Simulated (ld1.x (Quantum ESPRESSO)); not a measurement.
**Reading a pseudo-wave (thulium (Tm))**

Columns: radius, all-electron u(r) and pseudo u(r) of the 5d shell (level -0.79 eV) of thulium in the configuration [Kr] 4d10 4f13 5s2 5p6 5d0 6s2 6p0; PBE, scalar-relativistic, PAW scheme, ld1.x (Quantum ESPRESSO) 7.5.

```
r (bohr)  all-electron  pseudo
   0.200        0.0535  0.0006
   0.400       -0.1825  0.0050
   0.600       -0.1049  0.0164
   0.800        0.0765  0.0370
   1.000        0.2364  0.0678
   1.200        0.3508  0.1083
   1.400        0.4248  0.1567
   1.600        0.4687  0.2101
   1.800        0.4918  0.2649
   2.000        0.5012  0.3172
   2.200        0.5019  0.3635
   2.400        0.4970  0.4012
   2.600        0.4888  0.4286
   2.800        0.4787  0.4452
   3.000        0.4675  0.4518
   3.200        0.4557  0.4500
   3.400        0.4434  0.4422
   3.600        0.4306  0.4307
   3.800        0.4174  0.4175
   4.000        0.4038  0.4038
   4.200        0.3898  0.3898
   4.400        0.3756  0.3756
   4.600        0.3612  0.3612
   4.800        0.3469  0.3469
   5.000        0.3326  0.3326
   5.200        0.3186  0.3186
```

Question: How many radial nodes do the two functions have?

Answer: The all-electron 5d function has n − l − 1 = 2; the pseudo-wave has 0, since the states of the same l below it are removed with the core.

Question: At about which radius was the pseudo-wave matched?

Answer: 4.00 bohr. The columns agree to 0.0005 from 3.60 bohr on; several derivatives are matched, so the curves merge somewhat inside the radius.

Question: Where does each function peak?

Answer: Outermost all-electron maximum near 2.20 bohr, pseudo maximum near 3.00 bohr (to the table’s step).

Question: Is the pseudo-wave norm-conserving?

Answer: No, it belongs to a PAW set: the norm inside the radius is not constrained, and the difference is carried by the augmentation charge.
